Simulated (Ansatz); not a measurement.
```yaml
crystal:
  periodic: [false, false, false]
  atoms:
    - {symbol: C, position_ang: [-0.033898, 1.344550, -0.063827]}
    - {symbol: C, position_ang: [-0.565461, -0.080556, -0.103383]}
    - {symbol: C, position_ang: [0.538892, -1.077827, 0.149534]}
    - {symbol: Br, position_ang: [-0.114719, -2.911915, 0.102611]}
    - {symbol: H, position_ang: [-0.835802, 2.062373, -0.247125]}
    - {symbol: H, position_ang: [0.405811, 1.579145, 0.909187]}
    - {symbol: H, position_ang: [0.735078, 1.504344, -0.824274]}
    - {symbol: H, position_ang: [-1.349952, -0.212958, 0.646543]}
    - {symbol: H, position_ang: [-1.022721, -0.287158, -1.074757]}
    - {symbol: H, position_ang: [1.320105, -1.025414, -0.607655]}
    - {symbol: H, position_ang: [0.988066, -0.951584, 1.133748]}
basis:
  gaussian: {orbitals: def2-SVPD, nuclear_model: gaussian}
hamiltonian: {xc: {name: B3LYP}, dispersion: d3bjatm}
accuracy: high
kpoints: {mp_grid: {grid: [2, 2, 2]}}
output: {forces: true}
```

```sh
$ ansatz run in.yaml --threads 4 --pin off --events-out ev --progress --plain --max-ram 10444MiB
```

How does Ansatz answer? (An estimate is asked.)

The calculation gave: The input was rejected before any iteration.
```
Error: invalid value for `basis.gaussian`: such a run doesn't read kpoints; remove what it names
```

B3LYP here is the variant with VWN-RPA as its local correlation; programs differ in this.
